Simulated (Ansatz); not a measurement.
Reaction (silylene loss): `C=C[Si](Cl)(Cl)Cl` → `C=CCl` + `Cl[Si]Cl`

Computed with Ansatz on PBE0-D4/def2-TZVP structures; ΔE is electronic, products minus reactants. CCSD(T)/CBS is the MP2 limit (def2-TZVPP, def2-QZVPP) plus CCSD(T) − MP2 in def2-TZVPP, frozen cores. This one scheme is used for every species. Functionals use def2-TZVPP. HSE06 is defined as in plane-wave codes. One conformer a species, not always the lowest.

(1) Is it downhill or uphill in electronic energy at CCSD(T)/CBS, and by how much? (Estimate.)

(2) What do these levels give: BLYP-D4, PBE, BLYP, r2SCANh, HSE06, BHLYP, MP2/def2-SVP, CCSD/def2-SVP, HF/def2-QZVPP, MP2/def2-QZVPP, HF/CBS(def2), MP2/CBS(def2)? (Estimate.)

Largest T1 diagnostic among the species: 0.013.

Answers

(1) Ansatz gave: Uphill: ΔE = +3.24 eV.

(2) Computed: BLYP-D4 2.83, PBE 2.82, BLYP 2.51, r2SCANh 3.29, HSE06 3.08, BHLYP 3.10, MP2/def2-SVP 3.33, CCSD/def2-SVP 3.07, HF/def2-QZVPP 3.14, MP2/def2-QZVPP 3.45, HF/CBS(def2) 3.14, MP2/CBS(def2) 3.48 eV.

From BLYP to BHLYP (50 % exact exchange), in def2-TZVPP and without D4, ΔE moves by +0.59 eV. At CCSD(T), def2-SVP lies −0.18 eV from the extrapolated value and def2-TZVPP −0.08 eV. The D4 term adds +0.26 eV with B3LYP and +0.14 eV with PBE0; it sums over pairs of atoms, weighted by their polarisabilities, and B3LYP, whose exchange is more repulsive, gets the larger term.

B3LYP here is the variant with VWN-RPA as its local correlation; programs differ in this.
